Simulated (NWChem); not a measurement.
C2H5BO2; SMILES C=CB(O)O

```xyz
10

B     -0.0092    -0.5072     0.0007
C     -0.6609     0.9143     0.0023
C      0.0586     2.0445    -0.0017
H     -1.7504     1.0095     0.0064
H     -0.3972     3.0334    -0.0009
H      1.1460     2.0157    -0.0059
O      1.3542    -0.6211     0.0007
H      1.6175    -1.5540    -0.0010
O     -0.7458    -1.6707    -0.0010
H     -1.6979    -1.5036    -0.0012
```
Atoms are numbered in this order, from 1.

Computed with NWChem. Pople sets run with spherical d functions. All runs use the structure optimised with B3LYP/6-31G* (spherical d). Level: PBE0/6-31+G*; rows give the wavelength of the field.

| field | isotropic polarisability (bohr³) | anisotropy (bohr³) |
|---|---|---|
| static | 44.3 | 25.6 |
| 1065 nm | 44.7 | 26.1 |
| 589 nm | (withheld) | (withheld) |

Task: Fill in the missing entries.

Result: 
- 589 nm, isotropic polarisability (bohr³): 45.8
- 589 nm, anisotropy (bohr³): 27.3
